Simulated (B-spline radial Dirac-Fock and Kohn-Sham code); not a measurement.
Co⁷⁺: photoemission with 340 eV photons

System: Co⁷⁺ in the configuration [Ar] 3d2.

Input file task.json (cfg lists n, l and occupation; rrms is the nuclear radius in fm):

```json
{"items": [{
  "Z": 27,
  "q": 7,
  "cfg": [[1, 0, 2], [2, 0, 2], [2, 1, 6], [3, 0, 2], [3, 1, 6], [3, 2, 2]],
  "A": 59,
  "rrms": 3.7875,
  "do": ["binding", "quiet", "photo", "scan"],
  "hv": [46.4, 53.4, 112.0, 171.0, 182.0, 203.0, 258.0, 337.0, 340.0, 881.0, 917.0, 2070.0, 2380.0, 2870.0, 3160.0, 4010.0, 5370.0, 9690.0, 14000.0, 50900.0, 63400.0, 80600.0]
}]}
```

Run with: `python xray_run.py task.json out`

Calculated with an atomic code on a B-spline grid, using independent-particle photoionisation in a Dirac-Hartree-Slater potential with a Latter tail, all multipoles, thresholds from Dirac-Fock ΔSCF. The asymmetry parameter β is from the dipole term alone. Kinetic energies are from the vacuum level. Open shells are spread statistically over j, without multiplet splitting.

The last column is dσ/dΩ = σ/(4π) · [1 + β P₂(cos θ)] at θ = 0° from the polarisation vector of linearly polarised light.

| subshell | electrons | binding (eV) | kinetic (eV) | σ (kb) | β | dσ/dΩ (kb/sr) |
| --- | --- | --- | --- | --- | --- | --- |
| 3s | 2 | 262.2 | 77.83 | 172 | 2.00 | 41.1 |
| 3p1/2 | 2 | 217.4 | 122.6 | 226 | 1.51 | 45.2 |
| 3p3/2 | 4 | 215.2 | 124.8 | 457 | 1.52 | 91.5 |
| 3d3/2 | 0.8 | 154.8 | 185.2 | 82.4 | 1.26 | 14.8 |
| 3d5/2 | 1.2 | 154.5 | 185.5 | 122 | 1.26 | 22.0 |

Branching ratios of the spin-orbit partners (statistical value in brackets): 3p 2.02 (2.00), 3d 1.49 (1.50).

Run: 2.4 s of CPU time on 1 thread of Neoverse-N1 (shared host), peak memory 0.46 GiB.
